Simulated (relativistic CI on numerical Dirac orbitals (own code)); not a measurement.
**Charge states of silver**

Calculated at this level of theory: Dirac-Coulomb-Breit CI, orbitals from a KLI potential per configuration, a model potential for QED, valence Slater integrals scaled by 0.9 (own radial code, finite nucleus).

Each species is treated in one configuration, given outside its closed core. Radial values are for the open shell of highest l, unscaled and averaged over j; ζ includes the Breit term. Labels give the leading LS character, summed over repeated terms.

```csv
Ion,Configuration,Its lowest level,LS weight (%),g_J,g√(J(J+1)),Next level,E (cm⁻¹),F² (cm⁻¹),F⁴ (cm⁻¹)
Ag24+,3d5,6S_5/2,83,1.918,5.67,J = 5/2 (mixed),81786,325400,209200
Ag25+,3d4,5D_0,59,,0.00,5D_1,27940,330700,212900
Ag26+,3d3,4F_3/2,80,0.498,0.96,4F_5/2,36211,336100,216500
Ag27+,3d2,3F_2,87,0.710,1.74,3F_3,53842,341400,220100
Ag28+,3d,2D_3/2,100,0.795,1.54,2D_5/2,67086,,
Ag29+,3s2 3p6,1S_0,100,,0.00,,,,
Ag30+,3s2 3p5,2P°_3/2,100,1.330,2.57,2P°_1/2,324950,,
Ag31+,3s2 3p4,?,?,?,?,?,?,?,?
Ag32+,3s2 3p3,J = 3/2 (mixed),40,1.455,2.82,J = 3/2 (mixed),283240,311700,
Ag33+,3s2 3p2,3P_0,76,,0.00,3P_1,296230,314000,
Ag34+,3s2 3p,2P°_1/2,100,0.660,0.57,2P°_3/2,351380,,
Ag35+,3s2,1S_0,100,,0.00,,,,
Ag36+,3s,2S_1/2,100,1.996,1.73,,,,
Ag37+,2s2 2p6,1S_0,100,,0.00,,,,
Ag38+,2s2 2p5,2P°_3/2,100,1.321,2.56,2P°_1/2,1.4595e+06,,
Ag39+,2s2 2p4,3P_2,72,1.346,3.30,1S_0,246800,844700,
Ag40+,2s2 2p3,J = 3/2 (mixed),44,1.388,2.69,4S°_3/2,1.3614e+06,853500,
Ag41+,2s2 2p2,3P_0,73,,0.00,3P_1,1.417e+06,862100,
Ag42+,2s2 2p,2P°_1/2,100,0.647,0.56,2P°_3/2,1.5933e+06,,
Ag43+,2s2,1S_0,100,,0.00,,,,
Ag44+,2s,2S_1/2,100,1.983,1.72,,,,
Ag45+,1s2,1S_0,100,,0.00,,,,
```

**Question.** Fill in the row of Ag31+.

**Answer.** Its lowest level 3P_2; LS weight (%) 75; g_J 1.370; g√(J(J+1)) 3.35; Next level 1S_0; E (cm⁻¹) 82193; F² (cm⁻¹) 309300.
